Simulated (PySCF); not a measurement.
Stationary points of LuH3

Level of theory: PySCF, PBE0, basis Lu def2-TZVP with ECP28, H def2-TZVP (scalar-relativistic core potentials, no spin–orbit coupling, density fitting).

Relaxations began from a few typed shapes. The search is not exhaustive: other isomers or separated fragments can lie lower, and high-lying points may rest on an excited occupation.

Task: Which is the lowest minimum found?
A. singlet D3h: Lu–H 1.940 Å (×3); H–Lu–H 120.0° (×3)
B. singlet C3v: Lu–H 1.936 Å (×3); H–Lu–H 117.9° (×3)

Result: B. The others lie at 0.2 (singlet D3h, a saddle point) kJ/mol above it.

Formally Lu is in oxidation state +3, d0. A d0 centre has no lone pair, yet it is C3v rather than trigonal planar: covalent bonding through the d orbitals favours lower symmetry. The polar-tensor charge on Lu, 1.50, is far below the formal one.
